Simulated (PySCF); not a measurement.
BFO, charge -1, doublet, geometry from GFN2-xTB (a state made from the parent by changing its charge; the spin is typed, not shown lowest) (a gas-phase anion, which may not be bound at this level); BLYP/6-31G run with PySCF.

PySCF was given this input:
```python
from pyscf import gto, scf, dft

mol = gto.M(
    atom='''
F    -1.246835    0.252425    0.110093
B     0.200928   -0.491199   -0.309364
O     1.277110    0.023021    0.069498
''',
    basis='6-31g',
    charge=-1,
    spin=1,
    verbose=4,
)

mf = dft.ROKS(mol)
mf.xc = 'blyp'
mf.kernel()
```

It wrote (shortened):

```
PySCF version 2.14.0

[INPUT] verbose = 4
[INPUT] num. atoms = 3
[INPUT] num. electrons = 23
[INPUT] charge = -1
[INPUT] spin (= nelec alpha-beta = 2S) = 1
[INPUT] symmetry False subgroup None
[INPUT] Mole.unit = angstrom
[INPUT] Symbol           X                Y                Z      unit          X                Y                Z       unit  Magmom
[INPUT]  1 F     -1.246835000000   0.252425000000   0.110093000000 AA   -2.356176672522   0.477014116993   0.208045618232 Bohr   0.0
[INPUT]  2 B      0.200928000000  -0.491199000000  -0.309364000000 AA    0.379698890757  -0.928231582660  -0.584613232800 Bohr   0.0
[INPUT]  3 O      1.277110000000   0.023021000000   0.069498000000 AA    2.413388130943   0.043503385114   0.131332186205 Bohr   0.0

nuclear repulsion = 46.1138922620655
number of shells = 15
number of NR pGTOs = 66
number of NR cGTOs = 27
basis = 6-31g
ecp = {}

******** <class 'pyscf.dft.roks.ROKS'> ********
method = ROKS
initial guess = minao
damping factor = 0
level_shift factor = 0
DIIS = <class 'pyscf.scf.diis.CDIIS'>
diis_start_cycle = 1
diis_space = 8
diis_damp = 0
SCF conv_tol = 1e-09
SCF conv_tol_grad = None
SCF max_cycles = 50
direct_scf = True
direct_scf_tol = 1e-13
num. doubly occ = 11  num. singly occ = 1
XC library pyscf.dft.libxc version 7.1.2
    S. Lehtola, C. Steigemann, M. J. T. Oliveira, and M. A. L. Marques,  SoftwareX 7, 1–5 (2018)
XC functionals = blyp
    A. D. Becke,  Phys. Rev. A 38, 3098 (1988)
    C. Lee, W. Yang, and R. G. Parr,  Phys. Rev. B 37, 785 (1988)
    B. Miehlich, A. Savin, H. Stoll, and H. Preuss,  Chem. Phys. Lett. 157, 200 (1989)
radial grids:
    Treutler-Ahlrichs [JCP 102, 346 (1995); DOI:10.1063/1.469408] (M4) radial grids

becke partition: Becke, JCP 88, 2547 (1988); DOI:10.1063/1.454033
pruning grids: <function nwchem_prune>
grids dens level: 3
symmetrized grids: False
atomic radii adjust function: <function treutler_atomic_radii_adjust>
small_rho_cutoff = 0
Set gradient conv threshold to 3.16228e-05
tot grids = 42392
init E= -199.911995875192
  HOMO = -0.181739002804377  LUMO = -0.0441557515268893  gap/eV = 3.74383
cycle= 1 E= -199.60056086894  delta_E= 0.311  |g|= 1.19  |ddm|= 1.37
  HOMO = 0.264583309773784  LUMO = 0.410635187148303  gap/eV = 3.97427
cycle= 2 E= -197.495669787916  delta_E=  2.1  |g|= 2.94  |ddm|= 1.96

WARN: HOMO 0.302503838583364 >= LUMO 0.183098525477604

cycle= 3 E= -199.571818489452  delta_E= -2.08  |g|= 0.744  |ddm|= 2.21
  HOMO = 0.14242622358472  LUMO = 0.290851531067033  gap/eV = 4.03886
cycle= 4 E= -199.868752477066  delta_E= -0.297  |g|= 0.221  |ddm|=  1.6
  HOMO = 0.114692107190189  LUMO = 0.262786889554005  gap/eV = 4.02986
cycle= 5 E= -199.875652906107  delta_E= -0.0069  |g|= 0.0999  |ddm|= 0.216
  HOMO = 0.1312324029621  LUMO = 0.27382997575968  gap/eV = 3.88028
cycle= 6 E= -199.879020865631  delta_E= -0.00337  |g|= 0.0343  |ddm|= 0.095
  HOMO = 0.131432397445883  LUMO = 0.273163429093718  gap/eV = 3.85670
cycle= 7 E= -199.879311550862  delta_E= -0.000291  |g|= 0.00757  |ddm|= 0.0253
  HOMO = 0.131720664473089  LUMO = 0.272992590904286  gap/eV = 3.84420
cycle= 8 E= -199.879330141082  delta_E= -1.86e-05  |g|= 0.00116  |ddm|= 0.0082
  HOMO = 0.131710232093727  LUMO = 0.273086604912546  gap/eV = 3.84705
cycle= 9 E= -199.87933053112  delta_E= -3.9e-07  |g|= 0.000191  |ddm|= 0.0011
  HOMO = 0.13171514177578  LUMO = 0.273077944135432  gap/eV = 3.84668
cycle= 10 E= -199.879330540679  delta_E= -9.56e-09  |g|= 4.67e-05  |ddm|= 0.00018
  HOMO = 0.13171457992236  LUMO = 0.273079078134004  gap/eV = 3.84672
cycle= 11 E= -199.879330541265  delta_E= -5.85e-10  |g|= 4.6e-06  |ddm|= 2.98e-05
  HOMO = 0.131714189461757  LUMO = 0.273079519830487  gap/eV = 3.84675
Extra cycle  E= -199.879330541208  delta_E= 5.73e-11  |g|= 1.67e-05  |ddm|= 1.27e-05
converged SCF energy = -199.879330541208
```
